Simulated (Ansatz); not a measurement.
The first iterations of a band of BF3H2O (7 atoms, charge 0, multiplicity 1).

The calculation used RKS BHLYP/def2-SVP (Ansatz).

```json
{"movable images": "2", "climbing image": "no", "spring": "5.0 eV/Å²", "optimiser": "quadratic models (default)", "start path": "through a guess of the saddle point", "force threshold": "0.05 eV/Å", "iteration limit": "60", "end points": "relaxed"}
```

First end point:

```xyz
7
Properties=species:S:1:pos:R:3
B 0.032 0.004 0.084
F -0.074 0.543 1.309
F 1.172 0.220 -0.564
F -1.089 -0.013 -0.654
O 0.128 -1.690 0.510
H -0.646 -2.141 0.164
H 0.117 -1.776 1.466
```

Last end point:

```xyz
7
Properties=species:S:1:pos:R:3
B 0.015 -0.444 -0.497
F 0.049 -0.086 2.312
F 1.104 0.268 -0.572
F -1.079 -0.017 -1.082
O 0.042 -1.624 0.154
H -0.789 -2.096 0.124
H 0.300 -0.855 1.875
```

| iteration | highest image above the first end (eV) | largest band force component (eV/Å) |
| --- | --- | --- |
| 1 | 2.273 | 7.169 |
| 2 | 1.136 | 2.979 |
| 3 | 0.962 | 3.408 |

**Question.** Does the band converge within its limit, and where does its top end?

**Answer.** The run converged. It ended after 11 iterations with the highest image 0.861 eV above the first end. No image climbed, so the highest image needn't sit at the top of the path. So few images can step over the top or miss a turn of the path. The orbitals stay closed-shell, which can raise the energy where a bond breaks towards radicals; this wasn't checked here.

Run time: 68 s on 1 thread of Arm Neoverse V1, on a shared host, peak memory 0.15 GiB.
